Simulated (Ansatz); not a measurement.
Reaction (substitution at a C–C bond): `C=CC([SiH3])=S` + `N=C[SeH]` → `C=C[Se]C=N` + `[SiH3]C=S`

Program: Ansatz. Geometries: PBE0-D4/def2-TZVP. ΔE: electronic, gas phase. CBS: MP2 limit from def2 TZ/QZ plus the TZ coupled-cluster correction, frozen cores. DFT in def2-TZVPP. B3LYP here is the variant with VWN-RPA as its local correlation; programs differ in this. For Se outer-core shells are correlated without core-valence functions, which leaves a few kJ/mol of doubt a bond. Scalar relativity is left out up to krypton. One conformer a species, not always the lowest.

```tsv
level	ΔE (kJ/mol)
B3LYP	29.0
CCSD/def2-TZVPP	25.4
HF/CBS(def2)	27.7
CCSD/CBS(def2)	26.5
```

(1) What does CCSD(T)/CBS give? (An estimate is asked.)

Largest T1 diagnostic among the species: 0.017.

Results:

(1) The calculation gave: +29.0 kJ/mol. The listed levels differ from it by 0.0, -3.6, -1.3, -2.5 kJ/mol.

The D4 term adds +4.2 kJ/mol with B3LYP and +2.3 kJ/mol with PBE0; it sums over pairs of atoms, weighted by their polarisabilities, and B3LYP, whose exchange is more repulsive, gets the larger term.
